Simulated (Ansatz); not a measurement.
## Ligand exchange: SiH2(SH)2 + In(SH)3 → SiH(SH)3 + InH(SH)2

Species: SiH2(SH)2, singlet; In(SH)3, singlet; SiH(SH)3, singlet; InH(SH)2, singlet. The partners trade H for SH: Si–H and In–SH bonds give way to Si–SH and In–H.

Shapes, held fixed at every level: PBE0-D4/def2-TZVP. Flexible molecules stand in one conformer, not always the lowest. Programs: Ansatz 0.2.0. The zero-point and thermal change to 298 K, harmonic and unscaled (PBE0-D4/def2-TZVP), is -3.8 kJ/mol.

Task: Estimate ΔH(298 K) of this reaction.

Result: The highest level, CCSD(T)/def2-TZVPP, gives ΔH(298 K) = +25.9 kJ/mol; the levels span +10.0 to +32.9. The column of differences is taken from that level and isn't an error. No measured value is set beside it here. For atoms past krypton def2 sets carry core potentials with scalar relativity. Correlated rows may include outer-core shells of In, which these sets cover unevenly. Times are processor times on shared x86 and Arm servers, and rough.

| level | kind | ΔH(298 K) (kJ/mol) | less CCSD(T)/def2-TZVPP | CPU time (sum over the molecules) |
| --- | --- | --- | --- | --- |
| SPW92/def2-TZVPP | LDA | +10.0 | -15.9 | 14 s |
| r2SCAN-D4/def2-TZVPP | meta-GGA | +19.6 | -6.3 | 50 s |
| wB97M-V/def2-TZVPP | range-separated hybrid | +19.3 | -6.6 | 2.1 min |
| wB97X-V/def2-TZVPP | range-separated hybrid | +21.2 | -4.7 | 88 s |
| B2PLYP/def2-TZVPP | double hybrid | +27.2 | +1.3 | 60 s |
| MP2/def2-TZVPP | perturbation theory | +25.9 | 0.0 | – |
| CCSD(T)/def2-SVP | coupled cluster or CI | +32.9 | +7.0 | 26 s |
| CCSD(T)/def2-TZVPP | coupled cluster or CI | +25.9 | 0.0 | 10 min |
